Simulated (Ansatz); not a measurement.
## Which method gave which barrier?

Saddle point of GeHBrCl2, singlet (GeBrCl + HCl → GeCl₂ + HBr; bonds formed: Ge1–Cl5, Br2–H3; bonds broken: Ge1–Br2, H3–Cl5), PBE0-D4/def2-TZVP structure:

```xyz
5
angstrom
Ge -0.1355 0.8659 -0.9378
Br 0.0420 -1.7933 -0.6345
H 0.8283 -0.8446 0.4359
Cl -2.0181 1.1525 0.1259
Cl 1.2833 0.6196 1.0106
```

Ansatz 0.2.0; basis: def2-TZVPP, with def2-QZVPP for the basis limit; cores frozen in the correlated methods. Filled d shells of the heavier atoms are correlated. The def2 sets are not built for correlating such inner shells, so the correlated values are less sure here. B3LYP uses VWN-RPA correlation. Extrapolation: Hartree–Fock as exp(−7.88 √X), correlation as X^−2.97. Four methods, as single points on the PBE0-D4 structures, gave these electronic barriers from the start structure: 5.48, 7.61, 10.01, 19.99 kcal/mol.

(1) The methods were, in alphabetical order, B3LYP-D4, BLYP-D4, CCSD(T), HF. Which gave which? (A judgement: the text doesn't fix the answer.)

T1 diagnostic: at most 0.011.

## Answers

(1) By the calculation: BLYP-D4 5.48; B3LYP-D4 7.61; CCSD(T) 10.01; HF 19.99 kcal/mol. For comparison, CCSD(T) at an estimated basis limit (MP2 extrapolated from triple and quadruple zeta, plus CCSD(T) − MP2 in triple zeta) gives 9.14 kcal/mol.

For scale, one of the runs: CCSD(T)/def2-TZVPP, 194 basis functions, launched by `ansatz run in.yaml --threads 4 --pin off --events-out ev --progress --plain --max-ram 9574MiB`. The run took 31 s on 4 CPU threads of an AMD EPYC 9R45 (shared host), with 2.2 GiB of host memory at its peak.
